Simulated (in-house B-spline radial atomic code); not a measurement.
Solving the quasi-particle equation for 4s down of Mn

Configuration [Ar] 3d5 4s2, highest spin, start PBE; correlation leaves out the deepest shell. Computed with a B-spline radial code for spherical atoms: all electrons, scalar-relativistic (spin-free one-electron X2C), finite nucleus, each spin shell either full or empty, empty states to l = 9 with an (l + 1/2)⁻⁴ tail; G0W0 by contour deformation at full frequency.

At the mean-field level ε = -4.462 eV the matrix elements are Σx = -8.669 eV, v_xc = -6.945 eV and Σc(ε) = -1.848 eV, and the slope of the correlation self-energy is dΣc/dω = -0.2461. The quasi-particle energy solves E = ε + Σx − v_xc + Σc(E).

(1) What does the linearised equation give?

(2) How does that compare with the full solution and with static screening?

Answers

(1) Z = 1/(1 − dΣc/dω) = 1/1.2461 = 0.8025. The first-order shift is Σx − v_xc + Σc(ε) = -8.669 − (-6.945) + (-1.848) = -3.572 eV, so E ≈ ε + Z × shift = -4.462 + 0.8025 × (-3.572) = -7.329 eV.

(2) Solving the equation at full frequency dependence gives E = -7.393 eV, where Σc = -1.207 eV and the weight is 0.775; the linearised value is off by 65 meV; so low a weight means that a satellite takes much of the strength. Leaving Z out would give -8.034 eV. Static COHSEX puts -3.627 eV in place of Σc and gives -9.813 eV, 2.42 eV deeper. The tabulated removal energy is 7.434 eV (NIST, measured); the run leaves out spin-orbit coupling, Breit and QED terms.
